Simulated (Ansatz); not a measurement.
The cluster Ca₄Se₃⁺. The state is a doublet with charge 1. Geometry PBE-D4/def2-SVP, basis def2-SVP, Ansatz.

```xyz
7

Ca   -2.5298   -1.8988    2.0438
Ca   -1.0399    1.4838   -1.8065
Ca    0.6325   -0.6450    0.8279
Ca    3.5361    2.3538   -2.6037
Se   -0.0841   -2.3368    2.7714
Se    1.5714    1.1697   -1.2161
Se   -2.0862   -0.1266   -0.0167
```

```csv
run,HOMO (eV),LUMO (eV)
A,-6.97,-5.03
B,-7.03,-4.82
C,-6.37,-5.64
D,-6.43,-5.11
```

Another isomer (doublet) lies 1.64 eV lower at PBE0-D4/def2-SVP; other spin states weren't run for this one.

HOMO and LUMO are taken over both spins.

Task: The runs used PBE, PBE0, r2SCAN, r2SCAN0. Estimate which is which.

Result: A PBE0 (25 % exact exchange); B r2SCAN0 (25 % exact exchange); C PBE (0 % exact exchange); D r2SCAN (0 % exact exchange). Exact exchange lowers occupied and raises empty levels; among semilocal functionals meta-GGAs tend to open the gap a little, and such runs are hard to tell apart. The gap grows from 0.73 eV (PBE) to 2.20 eV (r2SCAN0).
